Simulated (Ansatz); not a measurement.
H5O3Si2, SMILES `O[SiH][SiH](O)O` radical from Hartree–Fock to CCSD(T)

```xyz
10

O    -0.516   -2.257    1.128
Si   -1.011   -0.677    1.197
Si    0.274    0.627   -0.251
O    -0.587    1.982   -0.613
O     0.445   -0.425   -1.513
H    -0.296   -2.564    0.245
H    -0.968   -0.299    2.637
H     1.640    1.076    0.164
H    -0.093    2.777   -0.818
H     1.112   -0.241   -2.176
```

Charge 0, multiplicity 2. The geometry is a stationary point of PBE0-D4/def2-TZVP. It is one conformer, not always the lowest. Frozen core, unrestricted reference, Ansatz 0.2.0. CBS rows extrapolate triple and quadruple zeta; past MP2 they add the triple-zeta difference.

```json
{"basis": "def2-TZVPP", "HF (Eh)": "-805.60408", "MP2 corr.": "-0.93997", "CCSD corr.": "-0.97142", "(T)": "-0.03497", "CCSD(T) total": "-806.61047"}
{"basis": "def2-QZVPP", "HF (Eh)": "-805.63391", "MP2 corr.": "-1.01780", "CCSD corr.": "–", "(T)": "–", "CCSD(T) total": "–"}
{"basis": "CBS(def2)", "HF (Eh)": "-805.63802", "MP2 corr.": "-1.07546", "CCSD corr.": "-1.10691", "(T)": "as TZ", "CCSD(T) total": "-806.77990"}
```
